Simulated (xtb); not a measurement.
xtb input (GFN2-xTB):

```bash
xtb mol.xyz --gfn 2 --sp --chrg 0 --uhf 0
```
mol.xyz:
```
3

Pb     0.13000773     0.11681250     0.36359047
F      0.92457549     1.43740443    -1.00083118
Cl    -1.11657722    -1.32442733    -1.22393751
```

Output:

```
           -------------------------------------------------
          |                Calculation Setup                |
           -------------------------------------------------

           -------------------------------------------------
          |                 G F N 2 - x T B                 |
           -------------------------------------------------

        Reference                      10.1021/acs.jctc.8b01176
      * Hamiltonian:
        H0-scaling (s, p, d)           1.850000    2.230000    2.230000
        zeta-weighting                 0.500000
      * Dispersion:
        s8                             2.700000
        a1                             0.520000
        a2                             5.000000
        s9                             5.000000
      * Repulsion:
        kExp                           1.500000    1.000000
        rExp                           1.000000
      * Coulomb:
        alpha                          2.000000
        third order                    shell-resolved
        anisotropic                    true
        a3                             3.000000
        a5                             4.000000
        cn-shift                       1.200000
        cn-exp                         4.000000
        max-rad                        5.000000

          ...................................................
          :                      SETUP                      :
          :.................................................:
          :  # basis functions                  18          :
          :  # atomic orbitals                  17          :
          :  # shells                            7          :
          :  # electrons                        18          :
          :  max. iterations                   250          :
          :  Hamiltonian                  GFN2-xTB          :
          :  restarted?                      false          :
          :  GBSA solvation                  false          :
          :  PC potential                    false          :
          :  electronic temp.          300.0000000     K    :
          :  accuracy                    1.0000000          :
          :  -> integral cutoff          0.2500000E+02      :
          :  -> integral neglect         0.1000000E-07      :
          :  -> SCF convergence          0.1000000E-05 Eh   :
          :  -> wf. convergence          0.1000000E-03 e    :
          :  Broyden damping             0.4000000          :
          :  net charge                          0          :
          :  unpaired electrons                  0          :
          ...................................................

 iter      E             dE          RMSdq      gap      omega  full diag
   1    -11.6154254 -0.116154E+02  0.988E+00    4.75       0.0  T
   2    -11.6546307 -0.392052E-01  0.542E+00    3.06       1.0  T
   3    -11.6553421 -0.711406E-03  0.246E+00    2.73       1.0  T
   4    -11.6554714 -0.129285E-03  0.735E-01    2.86       1.0  T
   5    -11.6555887 -0.117352E-03  0.193E-01    2.79       1.0  T
   6    -11.6555893 -0.576769E-06  0.195E-01    2.82       1.0  T
   7    -11.6556023 -0.129833E-04  0.106E-01    2.79       1.0  T
   8    -11.6556039 -0.167554E-05  0.498E-02    2.80       1.2  T
   9    -11.6556052 -0.126564E-05  0.125E-02    2.80       4.6  T
  10    -11.6556052 -0.545180E-08  0.965E-04    2.80      59.8  T
  11    -11.6556052 -0.309830E-09  0.286E-04    2.80     201.7  T

   *** convergence criteria satisfied after 11 iterations ***

         #    Occupation            Energy/Eh            Energy/eV
      -------------------------------------------------------------
         1        2.0000           -1.0314361             -28.0668
       ...           ...                  ...                  ...
         3        2.0000           -0.7182259             -19.5439
         4        2.0000           -0.4515727             -12.2879
         5        2.0000           -0.4446754             -12.1002
         6        2.0000           -0.4433518             -12.0642
         7        2.0000           -0.4251554             -11.5691
         8        2.0000           -0.4194501             -11.4138
         9        2.0000           -0.4129811             -11.2378 (HOMO)
        10                         -0.3099908              -8.4353 (LUMO)
        11                         -0.1567795              -4.2662
        12                         -0.1240654              -3.3760
        13                          0.0481519               1.3103
        14                          0.0492091               1.3390
       ...                                ...                  ...
        17                          0.0612271               1.6661
      -------------------------------------------------------------
                  HL-Gap            0.1029903 Eh            2.8025 eV
             Fermi-level           -0.3614860 Eh           -9.8365 eV

 SCC (total)                   0 d,  0 h,  0 min,  0.004 sec
 SCC setup                      ...        0 min,  0.000 sec (  3.027%)
 Dispersion                     ...        0 min,  0.000 sec (  0.768%)
 classical contributions        ...        0 min,  0.000 sec (  0.493%)
 integral evaluation            ...        0 min,  0.001 sec ( 20.684%)
 iterations                     ...        0 min,  0.002 sec ( 52.951%)
 molecular gradient             ...        0 min,  0.001 sec ( 18.250%)
 printout                       ...        0 min,  0.000 sec (  3.414%)

         :::::::::::::::::::::::::::::::::::::::::::::::::::::
         ::                     SUMMARY                     ::
         :::::::::::::::::::::::::::::::::::::::::::::::::::::
         :: total energy             -11.654804401211 Eh    ::
         :: gradient norm              0.009059910371 Eh/a0 ::
         :: HOMO-LUMO gap              2.802509298425 eV    ::
         ::.................................................::
         :: SCC energy               -11.655605193341 Eh    ::
         :: -> isotropic ES            0.084517332556 Eh    ::
         :: -> anisotropic ES          0.003180638445 Eh    ::
         :: -> anisotropic XC         -0.001789164779 Eh    ::
         :: -> dispersion             -0.001613045870 Eh    ::
         :: repulsion energy           0.000800792130 Eh    ::
         :: add. restraining           0.000000000000 Eh    ::
         :: total charge              -0.000000000000 e     ::
         :::::::::::::::::::::::::::::::::::::::::::::::::::::

           -------------------------------------------------
          |                Property Printout                |
           -------------------------------------------------

    * Orbital Energies and Occupations

         #    Occupation            Energy/Eh            Energy/eV
      -------------------------------------------------------------
         1        2.0000           -1.0314361             -28.0668
         2        2.0000           -0.8930881             -24.3022
         3        2.0000           -0.7182259             -19.5439
         4        2.0000           -0.4515727             -12.2879
         5        2.0000           -0.4446754             -12.1002
         6        2.0000           -0.4433518             -12.0642
         7        2.0000           -0.4251554             -11.5691
         8        2.0000           -0.4194501             -11.4138
         9        2.0000           -0.4129811             -11.2378 (HOMO)
        10                         -0.3099908              -8.4353 (LUMO)
        11                         -0.1567795              -4.2662
        12                         -0.1240654              -3.3760
        13                          0.0481519               1.3103
Note: The following floating-point exceptions are signalling: IEEE_UNDERFLOW_FLAG IEEE_DENORMAL
normal termination of xtb
        14                          0.0492091               1.3390
        15                          0.0499151               1.3583
        16                          0.0518730               1.4115
        17                          0.0612271               1.6661
      -------------------------------------------------------------
                  HL-Gap            0.1029903 Eh            2.8025 eV
             Fermi-level           -0.3614860 Eh           -9.8365 eV

     #   Z          covCN         q      C6AA      α(0)
     1  82 Pb       1.590     0.880   423.612    43.164
     2   9 F        0.746    -0.485    14.651     4.521
     3  17 Cl       0.844    -0.395   111.936    16.185

 Mol. C6AA /au·bohr⁶  :       1191.756261
 Mol. C8AA /au·bohr⁸  :     115727.368534
 Mol. α(0) /au        :         63.870505

Wiberg/Mayer (AO) data.
largest (>0.10) Wiberg bond orders for each atom

 ---------------------------------------------------------------------------
     #   Z sym  total        # sym  WBO       # sym  WBO       # sym  WBO
 ---------------------------------------------------------------------------
     1  82 Pb   1.814 --     3 Cl   0.976     2 F    0.838
     2   9 F    0.893 --     1 Pb   0.838
     3  17 Cl   1.031 --     1 Pb   0.976
 ---------------------------------------------------------------------------

Topologies differ in total number of bonds
Writing topology from bond orders to xtbtopo.mol

molecular dipole:
                 x           y           z       tot (Debye)
 q only:        0.201      -0.136       2.436
   full:        0.231      -0.131       2.649       6.767
molecular quadrupole (traceless):
                xx          xy          yy          xz          yz          zz
 q only:        1.536      -6.510      -2.702      -0.261       0.513       1.166
  q+dip:        1.393      -7.446      -3.671       0.426       1.345       2.277
   full:        2.036      -8.257      -3.541       0.239       1.431       1.505

           -------------------------------------------------
          | TOTAL ENERGY              -11.654804401211 Eh   |
          | GRADIENT NORM               0.009059910371 Eh/α |
          | HOMO-LUMO GAP               2.802509298425 eV   |
           -------------------------------------------------

------------------------------------------------------------------------
------------------------------------------------------------------------
 total:
 SCF:
```
